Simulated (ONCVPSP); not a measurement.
Logarithmic derivatives: O, ONCV

oxygen (O), optimised norm-conserving Vanderbilt (ONCV), made with ONCVPSP 4.0.1 (LDA (Perdew-Zunger), scalar-relativistic). Core [He], reference 2s2 2p3.75 (charge +0.25). Waves: 2s: rc 0.80 bohr, ncon 3, nbas 7, qcut 8.3 1/bohr, 2 projectors, debl 2.8 Ha; 2p: rc 1.40 bohr, ncon 3, nbas 7, qcut 9.8 1/bohr, 2 projectors, debl 2.5 Ha. Local part: polynomial inside 0.60 bohr (lpopt 5, dvloc0 -1 Ha). Core correction: Teter function, fcfact 4.5, rcfact 1.4.

The phase is arctan(r·R′/R) of the radial function R(r), unwrapped; energies in Ha, scanned from -3 to 5 Ha. A pole is an energy at which the radial function vanishes at the test radius. The pseudo phase is shifted by a multiple of π to meet the all-electron one at the reference energy, and phase errors are pseudo minus all-electron; the curves can meet again beyond the range given. Levels narrower than the energy grid can be missing from the lists of poles.

```csv
channel,radius (bohr),reference energy (Ha),"poles, all-electron","poles, pseudo",unbroken range about the reference energy with phases within 0.05 rad,phase error 1 Ha above the reference energy (rad)
s,0.81,-1.00,none,none,the whole range,+0.000
p,1.42,-0.47,0.49,0.49,the whole range,-0.000
```

Phases in the s channel:

```
E (Ha)  all-electron  pseudo
 -2.98         0.040   0.040
 -2.76        -0.046  -0.046
 -2.54        -0.134  -0.134
 -2.32        -0.222  -0.222
 -2.10        -0.309  -0.309
 -1.88        -0.394  -0.394
 -1.66        -0.475  -0.475
 -1.44        -0.553  -0.553
 -1.22        -0.627  -0.626
 -1.00        -0.695  -0.695
 -0.78        -0.759  -0.758
 -0.56        -0.817  -0.817
 -0.34        -0.872  -0.871
 -0.12        -0.921  -0.921
  0.10        -0.967  -0.967
  0.32        -1.009  -1.009
  0.54        -1.048  -1.048
  0.76        -1.083  -1.083
  0.98        -1.116  -1.116
  1.20        -1.147  -1.147
  1.42        -1.175  -1.175
  1.64        -1.201  -1.201
  1.86        -1.225  -1.225
  2.08        -1.247  -1.247
  2.30        -1.268  -1.268
  2.52        -1.288  -1.288
  2.74        -1.307  -1.307
  2.96        -1.324  -1.324
  3.18        -1.341  -1.341
  3.40        -1.356  -1.356
  3.62        -1.371  -1.371
  3.84        -1.385  -1.385
  4.06        -1.398  -1.398
  4.28        -1.410  -1.411
  4.50        -1.422  -1.423
  4.72        -1.434  -1.434
  4.94        -1.445  -1.445
```
